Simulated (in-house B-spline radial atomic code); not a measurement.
A calculation on the lead ion Pb³⁺ (with a hole in an inner shell): its settings, and results tabulated from the run. Level of theory: Dirac-Kohn-Sham B3LYP, spherical fractional occupations, Fermi nucleus of rms radius 5.5012 fm; calculated with an all-electron radial atomic-structure program (B-spline basis).

Command:
```bash
python run_scf.py task.json out
```
Settings (nuclear radius in fm, mass in u):
```
Z                82
configuration    1s2 2s2 2p6 3s2 3p6 3d10 4s2 4p6 4d10 4f14 5s2 5p6 5d10 6s1
hamiltonian      dirac
method           b3lyp
spin_polarised   False
nucleus          fermi
rms_radius       5.5012
atomic_mass      207.97665
speed_of_light   137.035999084
```

Output (hartree, bohr):
```
 radial grid: 77 intervals, B-splines of order 8, outer radius 51.8919 bohr

 iter        energy (Eh)    residual
    1      -20919.046431    8.90e-01
    2      -20920.281044    8.02e-02
    3      -20920.430102    2.16e-02
    4      -20920.441466    9.69e-03
    5      -20920.442310    2.61e-03
    6      -20920.442484    7.61e-04
    7      -20920.442492    1.90e-05
    8      -20920.442492    6.36e-06
    9      -20920.442492    9.55e-07
   10      -20920.442492    2.91e-08

 total energy                    -20920.44249
 kinetic                           24322.8201
 electron-nucleus                 -52842.4824
 Hartree                            7988.3144
 exact exchange                      -76.0780
 exchange-correlation               -313.0166

 first-order corrections (not in the total)
   Gaunt                            27.7194
   retardation                      -2.9406
   frequency dependence             -0.5578
   self-energy                      20.9912
   Uehling                          -4.4570
   Wichmann-Kroll                    0.2051
   recoil                            0.0329

 orbital      occ     eigenvalue          <r>       <r^2>       <1/r>       r_max    small
 1s1/2      2.000     -3236.9961    0.0160573 0.000357557     101.241    0.009846  9.78e-02
 2s1/2      2.000      -580.6037    0.0669154  0.00536573      25.043     0.05738  2.26e-02
 2p1/2      2.000      -557.6384    0.0548894  0.00377648     24.9992     0.04199  2.27e-02
 2p3/2      4.000      -477.1459    0.0638004  0.00495744     19.9638      0.0497  1.99e-02
 3s1/2      2.000      -140.6949     0.173941   0.0347561     9.18662      0.1614  7.59e-03
 3p1/2      2.000      -130.2905     0.164422   0.0315853     9.09868      0.1504  7.54e-03
 3p3/2      4.000      -112.2861     0.180668   0.0379126     7.78264      0.1659  6.75e-03
 3d3/2      4.000       -95.1360      0.15699   0.0289325     7.67918      0.1289  6.63e-03
 3d5/2      6.000       -91.3105     0.161914   0.0306471     7.38607      0.1331  6.42e-03
 4s1/2      2.000       -32.9551     0.384157    0.166722     3.89859      0.3628  2.61e-03
 4p1/2      2.000       -28.4364     0.385376    0.169128     3.78964      0.3604  2.52e-03
 4p3/2      4.000       -24.0152     0.419584    0.200115     3.33782      0.3918  2.22e-03
 4d3/2      4.000       -16.6320     0.424375    0.208065     3.14032      0.3831  2.01e-03
 4d5/2      6.000       -15.8047     0.435416     0.21881     3.03755      0.3927  1.93e-03
 4f5/2      6.000        -6.2320     0.450387    0.242838     2.69656      0.3478  1.57e-03
 4f7/2      8.000        -6.0456     0.456658    0.249597     2.65723      0.3523  1.54e-03
 5s1/2      2.000        -6.5179     0.856119    0.821415     1.61338      0.7908  6.96e-04
 5p1/2      2.000        -4.9579     0.914209    0.942332     1.49199       0.829  6.10e-04
 5p3/2      4.000        -4.1275       1.0041     1.13705     1.32698      0.9053  5.16e-04
 5d3/2      4.000        -1.9445      1.25093      1.8048     1.04797       1.051  3.34e-04
 5d5/2      6.000        -1.8455      1.29356     1.93075      1.0093       1.083  3.13e-04
 6s1/2      1.000        -1.3762      2.11688     5.00877    0.607195       1.896  1.23e-04
```

Run time, properties included: 3.2 s on 1 thread of x86-64 server CPU, with other jobs on the host.

For the Dirac Hamiltonian the kinetic term is c α·p + (β - 1)c².

Caution: exact exchange at fractional occupations of open shells leaves self-interaction of up to several eV.
